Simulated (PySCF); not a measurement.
Shapes and spin states of Pd₂Se

All numbers come from B3LYP in PySCF with Se def2-SVP, Pd def2-SVP with ECP28; scalar-relativistic core potentials, no spin–orbit coupling; density-fitted integrals.

Relaxations began from a few typed shapes and spin states; open shells are unrestricted. The search is not exhaustive: other isomers or separated fragments can lie lower, and high-lying points may rest on an excited occupation.

**Question.** Which is the lowest minimum found?
A. singlet (closed shell, unstable to spin polarisation) D∞h: Se–Pd 2.292 Å (×2); Pd–Se–Pd 180.0°
B. triplet C2v: Pd–Pd 2.680 Å, Se–Pd 2.346 Å (×2); Pd–Pd–Se 55.2° (×2), Pd–Se–Pd 69.7°
C. triplet C2v: Se–Pd 2.309 Å (×2); Pd–Se–Pd 123.9°
D. singlet (closed shell, unstable to spin polarisation) C2v: Pd–Pd 2.573 Å, Se–Pd 2.352 Å (×2); Pd–Pd–Se 56.8° (×2), Pd–Se–Pd 66.3°
E. singlet (closed shell, unstable to spin polarisation) C2v: Se–Pd 2.302 Å (×2); Pd–Se–Pd 83.1°
F. broken-symmetry Ms = 0 (⟨S²⟩ 1.01) C2v: Pd–Pd 2.684 Å, Se–Pd 2.344 Å (×2); Pd–Pd–Se 55.1° (×2), Pd–Se–Pd 69.8°
G. triplet D∞h: Se–Pd 2.297 Å (×2); Pd–Se–Pd 180.0°

**Answer.** B. The others lie at 12.2 (broken-symmetry Ms = 0 C2v), 37.9 (singlet C2v), 57.4 (triplet C2v), 64.6 (triplet D∞h, a saddle point), 86.5 (singlet C2v), 131.2 (singlet D∞h, a saddle point) kJ/mol above it.

For the lowest minimum: open d and f shells are described by one determinant, and the ground state may have another occupation or spin.

The electron or spin density has lower symmetry than the nuclear frame for the singlet (closed shell, unstable to spin polarisation) D∞h at 131.2 kJ/mol.
